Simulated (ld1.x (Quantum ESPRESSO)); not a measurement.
# phosphorus (P), TM: configuration errors across variants

P (Z = 15), norm-conserving Troullier–Martins (Kleinman–Bylander form), made with ld1.x (Quantum ESPRESSO) 7.5 (PBE, scalar-relativistic). Core [Ne], reference 3s2 3p2.5 (charge +0.5). Waves: 3p (bound): rc 1.65 bohr; 3s (bound): rc 1.65 bohr. Local part: the s channel. Core correction: none.

All-electron excitation energies from the reference (eV): (1) 3s2 3p3 -3.775; (2) 3s2 3p2 5.955; (3) 3s2 3p1 25.102; (4) 3s2 3p3.3 -5.082; (5) 3s1 3p4 4.759; (6) 3s2 3p0 54.841; (7) 3s1 3p0 106.846.

2 further variants failed, have other tests or another functional or relativity, and are left out.

Errors AE − PS in meV (a dash: test not solved or not reliable):

```csv
change,(1),(2),(3),(4),(5),(6),(7),bound ghosts
base,+0.6,+0.4,+9.3,+1.1,+0.5,+45,+203,none
type RRKJ,+0.7,+0.5,+12,+1.1,+1.1,+60,+226,none
wave 3s (bound): rc 1.65 bohr becomes 3s (bound): rc 2.34 bohr,+2.5,+3.1,+41,+5.3,+0.6,+146,+227,none
local potential all-electron potential smoothed inside 1.40 bohr (lloc = -1),+0.8,+0.7,+15,+1.4,+0.5,+71,+241,none
"all radii scaled by about 1.14 (s 1.88, p 1.88 bohr)",+1.0,+1.0,+17,+2.0,+3.6,+73,+215,none
```

Give the same row for: wave 3p (bound): rc 1.65 bohr becomes 3p (bound): rc 1.12 bohr.

+0.7, +0.9, +13, +1.5, +22, +59, +170; bound ghosts: none.
